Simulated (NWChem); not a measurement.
System: TlI; SMILES [I][Tl]

The following NWChem deck was run.

```
start job
memory heap 200 mb stack 900 mb global 1100 mb
geometry units angstroms
  Tl    -0.707314    -0.535893    -0.617807
  I      1.139150     0.863071     0.994996
end
basis spherical
  * library def2-svp
end
ecp
  I library def2-ecp
  Tl library def2-ecp
end
dft
  xc pbe0
  iterations 150
end
driver
  maxiter 120
end
task dft optimize
dft
  grid fine
  convergence energy 1d-8 density 1d-7
end
task dft freq numerical
```

Output (shortened):

```
             Northwest Computational Chemistry Package (NWChem) 7.3.0
             --------------------------------------------------------

 ORDER OF PRIMARY AXIS IS BEING SET TO 4
 C4V symmetry detected

                             Geometry "geometry" -> ""
                             -------------------------

 Output coordinates in angstroms (scale by  1.889725989 to convert to a.u.)

  No.       Tag          Charge          X              Y              Z
 ---- ---------------- ---------- -------------- -------------- --------------
    1 Tl                  81.0000     0.00000000     0.00000000    -1.11644299
    2 I                   53.0000     0.00000000     0.00000000     1.70626193

 Effective nuclear repulsion energy (a.u.)     804.8159444037

      Symmetry information
      --------------------

 Group name             C4v
 Group number             18
 Group order               8
 No. of unique centers     2

                                Z-matrix (autoz)
                                --------

 Units are Angstrom for bonds and degrees for angles

      Type          Name      I     J     K     L     M      Value
      ----------- --------  ----- ----- ----- ----- ----- ----------
    1 Stretch                  1     2                       2.82270

                           NWChem Geometry Optimization
                           ----------------------------

 maximum gradient threshold         (gmax) =   0.000450
 rms gradient threshold             (grms) =   0.000300
 maximum cartesian step threshold   (xmax) =   0.001800
 rms cartesian step threshold       (xrms) =   0.001200
 fixed trust radius                (trust) =   0.300000
 source of zmatrix                         =   autoz

          -------------------
          Energy Minimization
          -------------------

 Using diagonal initial Hessian
 Scaling for Hessian diagonals: bonds = 1.00  angles = 0.25  torsions = 0.10

          --------
          Step   0

                                 NWChem DFT Module
                                 -----------------

[...]

      ----------------------
      Optimization converged
      ----------------------

  Step       Energy      Delta E   Gmax     Grms     Xrms     Xmax
  ---- ---------------- -------- -------- -------- -------- --------
@    3    -470.31044864 -1.0D-07  0.00000  0.00000  0.00047  0.00082
                                     ok       ok       ok       ok

                                Z-matrix (autoz)
                                --------

 Units are Angstrom for bonds and degrees for angles

      Type          Name      I     J     K     L     M      Value     Gradient
      ----------- --------  ----- ----- ----- ----- ----- ---------- ----------
    1 Stretch                  1     2                       2.86677   -0.00000

                         Geometry "geometry" -> "geometry"
                         ---------------------------------

 Output coordinates in angstroms (scale by  1.889725989 to convert to a.u.)

  No.       Tag          Charge          X              Y              Z
 ---- ---------------- ---------- -------------- -------------- --------------
    1 Tl                  81.0000     0.00000000     0.00000000    -1.13847688
    2 I                   53.0000     0.00000000     0.00000000     1.72829582

 Effective nuclear repulsion energy (a.u.)     792.4443878664

      Symmetry information
      --------------------

 Group name             C4v
 Group number             18
 Group order               8
 No. of unique centers     2

                Final and change from initial internal coordinates
                --------------------------------------------------

                                Z-matrix (autoz)
                                --------

 Units are Angstrom for bonds and degrees for angles

[...]

 Rotational Constants
 --------------------
 A=   0.000000 cm-1  (  0.000000 K)
 B=   0.026171 cm-1  (  0.037654 K)
 C=   0.026171 cm-1  (  0.037654 K)

 Temperature                      =   298.15K
 frequency scaling parameter      =   1.0000

 Linear Molecule

 Zero-Point correction to Energy  =    0.213 kcal/mol  (  0.000340 au)
 Thermal correction to Energy     =    2.098 kcal/mol  (  0.003344 au)
 Thermal correction to Enthalpy   =    2.690 kcal/mol  (  0.004287 au)

 Total Entropy                    =   65.772 cal/mol-K
   - Translational                =   43.274 cal/mol-K (mol. weight = 331.8749)
   - Rotational                   =   19.817 cal/mol-K (symmetry #  =        1)
   - Vibrational                  =    2.681 cal/mol-K

 Cv (constant volume heat capacity) =    6.868 cal/mol-K
   - Translational                  =    2.979 cal/mol-K
   - Rotational                     =    1.986 cal/mol-K
   - Vibrational                    =    1.903 cal/mol-K

[normal modes left out]

 ----------------------------------------------------------------------------
 Normal Eigenvalue ||           Projected Infra Red Intensities
  Mode   [cm**-1]  || [atomic units] [(debye/angs)**2] [(KM/mol)] [arbitrary]
 ------ ---------- || -------------- ----------------- ---------- -----------
    1        0.000 ||    0.000550           0.013         0.536       1.182
    2        0.000 ||    0.000550           0.013         0.536       1.182
    3        0.000 ||    0.000889           0.021         0.866       1.910
    4        0.000 ||    0.000889           0.021         0.866       1.910
    5        0.000 ||    0.000000           0.000         0.000       0.000
    6      149.238 ||    0.025041           0.578        24.411      53.815
 ----------------------------------------------------------------------------
```

Level: PBE0/def2-SVP with def2 effective core potentials on I, Tl. def2 effective core potentials on I, Tl; no spin-orbit coupling.
